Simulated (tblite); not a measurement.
Species: C6H9ClF (doublet state).
Geometry (GFN2-xTB, Å), atoms numbered from 1 in this order:
```
atom  x, y, z in Å
C1     2.2484    0.0809    0.0654
C2     1.2774    0.2360   -1.0218
C3    -0.0595    0.8934   -0.5441
C4    -0.8077    0.0005    0.3936
C5    -0.6931    0.1442    1.7075
F6    -1.3180   -0.6633    2.5828
C7    -1.6609   -1.0678   -0.2063
Cl8   -3.0408   -0.3219   -1.0870
H9     2.1977   -0.7619    0.7267
H10    2.9288    0.8744    0.3050
H11    1.0310   -0.7342   -1.4595
H12    1.6822    0.8837   -1.8020
H13   -0.6757    1.0888   -1.4222
H14    0.1756    1.8405   -0.0593
H15   -0.0927    0.8916    2.2032
H16   -2.0871   -1.7211    0.5532
H17   -1.1126   -1.6518   -0.9452
```

Structure optimised with GFN2-xTB, isolated species. This method treats the open shell by occupation alone, without spin polarisation.

Take the most abundant isotopes and a rigid rotor. The values belong to one conformer with, in the numbering `[CH2:1][CH2:2][CH2:3]/[C:4](=[CH:5]/[F:6])[CH2:7][Cl:8]`, H–C1–C2–C3 83° and -88°, C1–C2–C3–C4 -67°, C2–C3–C4–C5 96°, C3–C4–C7–Cl8 -67°.

(1) Give the principal moments of inertia and the rotational constants in GHz.

(2) Classify the top.

(3) Is it planar, by Δ = Ic − Ia − Ib?

(4) Estimate the classical rotational partition function at 50 K, 200 K and 500 K.

Answers

(1) Ia = 264.52, Ib = 442.54, Ic = 643.34 u·Å²; 505379 MHz·u·Å²/I gives 1911, 1142 and 785.6 MHz, that is A = 1.9106, B = 1.1420, C = 0.7856 GHz.

(2) An asymmetric top: κ = (2 × 1142 − 1911 − 785.6)/(1911 − 785.6) = -0.37.

(3) Not planar: Δ = Ic − Ia − Ib = -63.72 u·Å². For a rigid frame Δ = −2 Σ m c², so Σ m c² = 31.86 u·Å² lies off the ab plane: 11.92 from hydrogen and 19.94 from heavier atoms. The atom farthest from that plane is 1.71 Å away.

(4) Point group C1, symmetry number σ = 1; q = (√π/σ)·√((kT/h)³/(ABC)), k/h = 20836.6 MHz/K: 45500 at 50 K, 364000 at 200 K, 1440000 at 500 K.

For this open shell read J as N, the rotation without spin; fine and hyperfine splittings come on top. Its GFN2-xTB frequencies are all real (lowest 30 cm⁻¹). These are rigid-rotor constants of the computed structure; measured ground-state constants (B0) also hold zero-point vibration.

On one thread of an Arm Neoverse V2, shared host with 96 logical CPUs at a one-minute load of 49, this took 0.54 s of wall time. This is the geometry optimisation.
